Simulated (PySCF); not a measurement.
Structure with atom numbers: `[SiH3:1][S:2][SiH:3]([PH2:4])[PH2:5]` (H(Xn): hydrogen on atom n).

Geometry: PBE0-D3(BJ)/def2-SVP; GIAO shifts from PySCF 2.14, gas phase, non-relativistic, averaged over equivalent atoms.

At HF/pcSseg-1 (160 basis functions, 11 s wall time on 1 thread of an Arm Neoverse V1, shared host):
```tsv
atoms	δ (ppm)
Si3	3.4
Si1	-52.1
S2	-324.3
P4/P5	-242.8
H(Si3)	5.09
H(Si1)	4.26
H(P4)/H(P5)	1.89
```

Chemical shifts δ = σref − σ; 29Si (393.43 ppm), 1H (31.69 ppm) vs TMS; 33S (513.52 ppm) vs CS2; 31P (356.22 ppm) against H3PO4, all at this level.

Estimate the result of repeating the calculation with wB97X-D/pcSseg-1.

## Answers


```
      atoms  δ at wB97X-D/pcSseg-1  change
        Si3                    7.7    +4.3
        Si1                  -54.6    -2.5
         S2                 -282.1   +42.2
      P4/P5                 -262.2   -19.4
     H(Si3)                   5.59   +0.50
     H(Si1)                   4.56   +0.30
H(P4)/H(P5)                   2.01   +0.12
```

Scale: TMS for 29Si (352.93 ppm), 1H (31.38 ppm); 33S (493.71 ppm) against CS2; 31P (307.18 ppm) vs H3PO4 (reference shieldings calculated alike).

The largest change is at S2 (sulfur bonded to 2 Si). Cost: 160 basis functions, 24 s wall time on 1 thread of an Arm Neoverse V1, shared host.

Experimental scales use liquid or dissolved standards, which lie at an offset from isolated H3PO4.
